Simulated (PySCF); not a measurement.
**How methods differ on the ionisation energy of P(13+)**

P(13+) 1s2 (1S) → P(14+) 1s1 (2S), as a difference of total energies. All numbers are calculated (PySCF 2.14, scalar relativity by spin-free X2C-1e, in an even-tempered Gaussian basis (17 s from 8.4 bohr⁻², ratio 2.2; 7 p from 13 bohr⁻², ratio 2.4; 4 d from 39 bohr⁻², ratio 2.4; 3 f from 58 bohr⁻², ratio 2.4; 3 g from 88 bohr⁻², ratio 2.4)). Correlated levels: nothing frozen; virtual orbitals above 40 to 60 times the deepest correlated orbital energy dropped. The calculations carry no spin-orbit coupling.

```json
{"method": "UHF", "ionisation energy (eV)": "2816.7", "difference from reference (eV)": "-0.2"}
{"method": "LDA", "ionisation energy (eV)": "2804.2", "difference from reference (eV)": "-12.7"}
{"method": "PBE", "ionisation energy (eV)": "2815.7", "difference from reference (eV)": "-1.2"}
{"method": "PBE0", "ionisation energy (eV)": "2816.2", "difference from reference (eV)": "-0.7"}
{"method": "r2SCAN", "ionisation energy (eV)": "2818.1", "difference from reference (eV)": "+1.2"}
{"method": "BHandHLYP", "ionisation energy (eV)": "2817.7", "difference from reference (eV)": "+0.8"}
{"method": "TPSSh", "ionisation energy (eV)": "2818.2", "difference from reference (eV)": "+1.3"}
{"method": "MP2 (all electrons)", "ionisation energy (eV)": "2818.0", "difference from reference (eV)": "+1.1"}
{"method": "SCS-MP2 (all electrons)", "ionisation energy (eV)": "2818.2", "difference from reference (eV)": "+1.3"}
```

Reference: 2816.9 eV (theoretical estimate listed by NIST; NIST Atomic Spectra Database, ionization energies).
